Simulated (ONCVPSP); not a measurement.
## Which change was made? (Br, ONCV)

ONCVPSP 4.0.1 input, shortened (lines: element, Z, core and valence counts, functional; n l f; lmax; l rc ep ncon nbas qcut; lloc lpopt rc5 dvloc0; l nproj debl; icmod fcfact rcfact), PW91, scalar-relativistic:

```
  Br 35.00    6    2  -109134      upf
    1    0    2.00
    2    0    2.00
    2    1    6.00
    3    0    2.00
    3    1    6.00
    3    2   10.00
    4    0    2.00
    4    1    5.00
    2
    0    1.40    0.00    4    8    4.60
    1    1.30    0.00    3    6    5.70
    2    1.25    0.11    3    6    6.60
    4    5    1.15    3.00
    0    2    2.00
    1    2    2.80
    2    2    0.60
    3    3.50    1.15
```

Cutoffs, loose and tight: the cutoffs (Ha) at which the residual kinetic energy of the hardest occupied pseudo-wave falls to 1 and 0.1 mHa per electron. They do not see the model core or the augmentation charge, which bear on the density cutoff. Test errors are all-electron minus pseudo excitation energies from the reference, over the configurations 4s2 4p4; 4s2 4p3; 4s2 4p2; 4s2 4p1; variants that change the core or the reference have their own tests.

The base gives: outcome: generated; cutoff, loose: 21 Ha; cutoff, tight: 74 Ha; bound ghosts: d; GHOST(+) flags above zero: s, d; largest test error (meV): -43.

Q: After one change the result is: outcome: generated; cutoff, loose: 12 Ha; cutoff, tight: 49 Ha; bound ghosts: d; GHOST(+) flags above zero: none; largest test error (meV): -17. Which change was it?
A. all radii but the core radius scaled by about 0.90 (s 1.26, p 1.16, d 1.12 bohr); local potential polynomial inside 1.02 bohr (lpopt 5, dvloc0 3 Ha)
B. all radii but the core radius scaled by about 1.24 (s 1.74, p 1.60, d 1.54 bohr); local potential polynomial inside 1.42 bohr (lpopt 5, dvloc0 3 Ha)
C. all radii but the core radius scaled by about 0.77 (s 1.08, p 1.00, d 0.96 bohr); local potential polynomial inside 0.88 bohr (lpopt 5, dvloc0 3 Ha)

A: B. The others give: all radii but the core radius scaled by about 0.90 (s 1.26, p 1.16, d 1.12 bohr); local potential polynomial inside 1.02 bohr (lpopt 5, dvloc0 3 Ha) → outcome: generated; bound ghosts: p, d; GHOST(+) flags above zero: s, d; largest test error (meV): -99 | all radii but the core radius scaled by about 0.77 (s 1.08, p 1.00, d 0.96 bohr); local potential polynomial inside 0.88 bohr (lpopt 5, dvloc0 3 Ha) → outcome: failed: optimize: ERROR ps0norm > uunorm, code will stop.
